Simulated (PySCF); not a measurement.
C₃H₉F₃OSi₂.
Numbering: `[F:1][C:2]([F:3])([F:4])[SiH2:5][CH2:6][CH2:7][O:8][SiH3:9]` (hydrogens: H10, H11 on Si5; H12, H13 on C6; H14, H15 on C7; H16, H17, H18 on Si9)

Cartesian coordinates in Å at the GFN2-xTB level; atoms count from 1:
```
atom  x, y, z in Å
F1     3.2292   -1.5173   -0.7605
C2     2.8078   -0.8665    0.3462
F3     3.5607    0.2532    0.4210
F4     3.1876   -1.6334    1.3893
Si5    0.8831   -0.5157    0.3423
C6     0.6442    0.6215   -1.1637
C7    -0.8378    0.9555   -1.0992
O8    -1.3746    0.1460   -0.0772
Si9   -2.9462    0.0124    0.3573
H10    0.3422   -1.8646    0.2067
H11    0.6908    0.1246    1.6403
H12    0.8955    0.1094   -2.0915
H13    1.2611    1.5172   -1.1172
H14   -1.0072    2.0062   -0.8440
H15   -1.3578    0.7485   -2.0393
H16   -3.7257   -0.4655   -0.7872
H17   -2.8065   -0.9483    1.4359
H18   -3.4551    1.3228    0.7700
```

Mayer bond orders were computed from the PBE0/pcSseg-1 density (PySCF). Isolated species at its GFN2-xTB geometry (one conformer only).

Question: Rank these bonds by Mayer order, highest first.
A. C6–C7
B. C7–O8
C. C2–Si5
D. C2–F3

Answer: A (1.02), D (0.95), B (0.84), C (0.77).

Set the orders of all bonds between heavy atoms beside their lengths and the difference of the ESP-fitted charges at their ends.

```tsv
bond	Mayer order	length (Å)	q(first) − q(second) (e)
C6–C7	1.018	1.521	-0.287
C2–F4	0.962	1.349	+0.610
F1–C2	0.950	1.351	-0.618
C2–F3	0.950	1.351	+0.617
Si5–C6	0.890	1.902	+0.428
O8–Si9	0.875	1.636	-0.757
C7–O8	0.838	1.410	+0.308
C2–Si5	0.767	1.956	+0.205
```

For a closed shell the Mayer order of atoms A and B is Σ (PS)μν (PS)νμ over the basis functions μ on A and ν on B, with P the density and S the overlap matrix.
